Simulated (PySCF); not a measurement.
Precursor series Zn Cl-H. All species are isolated molecules in the gas phase.

The charge on the central atom (Mulliken) from two functionals at the same geometries (BP86-D3(BJ)/def2-SVP), both in PySCF: PBE-D3(BJ)/def2-TZVP and B3LYP-D3(BJ)/def2-TZVP. B3LYP has the VWN-RPA correlation part, as in Gaussian. 

```tsv
species	B3LYP-D3(BJ)/def2-TZVP (e)
0 of 2 Cl replaced by H	0.60
1 of 2 Cl replaced by H	0.36
2 of 2 Cl replaced by H ([Zn(H)2])	0.14
```

### Question
What does PBE-D3(BJ)/def2-TZVP give for each?

### Answer

- 0 of 2 Cl replaced by H: 0.54
- 1 of 2 Cl replaced by H: 0.29
- 2 of 2 Cl replaced by H ([Zn(H)2]): 0.06
Over these rows, drawn at random from the members with no instability flagged (it was tested for open shells, ions and some series alone), PBE minus B3LYP-D3(BJ): mean -0.07 e, from -0.08 e to -0.06 e.
